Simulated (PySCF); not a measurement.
MoBr4 holds Mo(IV), d2, at total charge 0. The structure is a model geometry with rigid ligands and bond lengths from ionic radii, not a minimum; coordination tetrahedral, point group Td, metal–donor distances 2.39 Å.

The d shell alone is too small an active space for MoBr4 (an active orbital has only 0.64 squared overlap with the free ion's shell): its levels, fitted parameters, g values and moments show what this model gives and aren't sound predictions.

```
5

Mo    0.0000    0.0000    0.0000
Br    1.3799    1.3799    1.3799
Br   -1.3799   -1.3799    1.3799
Br   -1.3799    1.3799   -1.3799
Br    1.3799   -1.3799   -1.3799
```

Method (PySCF 2.14, density fitting): CASSCF(2,5) with orbitals averaged over all microstates of the shell, strongly contracted NEVPT2 on the averaged canonical orbitals; basis x2c-TZVPall on the metal, x2c-SVPall elsewhere; spin-free X2C; gas phase; spin-orbit coupling by state interaction with the mean-field operator over all roots.

(1) What is the ground state?

(2) List the excited states of the same spin.

(3) Which is the lowest state of another spin?

(4) Give the fitted ligand-field and repulsion parameters.

(5) What are the magnetic parameters?

Charge-transfer states lie outside this active space and may come lower than some of these levels. NEVPT2 on the d shell alone tends to put d–d bands too high for such charged or covalently bound ions.

The job took 57 s on one thread of Arm Neoverse V2 (shared host), with 191 basis functions and a peak of 0.59 GiB, launched as `OMP_NUM_THREADS=1 python lf_run.py task.json out`.

## Answers

(1) 3A2 (S = 1, orbital degeneracy 1), with 2.0 electrons in the lower (e-type) set and 0.0 in the upper (t2-type) set, by NEVPT2.

(2) By NEVPT2: 3T2 at 11048 cm⁻¹ (905 nm); 3T1 at 14773 cm⁻¹ (677 nm); 3T1 at 22928 cm⁻¹ (436 nm). The strongest, at 14773 cm⁻¹, has f = 2.1e-02.

(3) 1E at 7587 cm⁻¹ by NEVPT2; CASSCF alone puts it at 9104 cm⁻¹ above the same ground state.

(4) At CASSCF level (the NEVPT2 levels don't fit a ligand-field model well): orbital energies 0, 0, 9416, 9416, 9416 cm⁻¹; 10Dq = 9416 cm⁻¹; B = 519 cm⁻¹; C = 2208 cm⁻¹; B over its free-ion value at the same level 0.600; the fit misses the states by 605 cm⁻¹ rms, so splittings below that are unsure; spin-orbit coupling on the heavy ligands mixes in, so no single ζ describes it.

(5) The ground multiplet follows a spin Hamiltonian with S = 1, g = 1.871, 1.871, 1.871, D = 0 (spin-orbit part alone); the lowest levels hold 99 % of the spin-free ground state. μeff is 2.68 μB at 300 K and 2.65 μB at 10 K; the spin-only value is 2.83 μB.
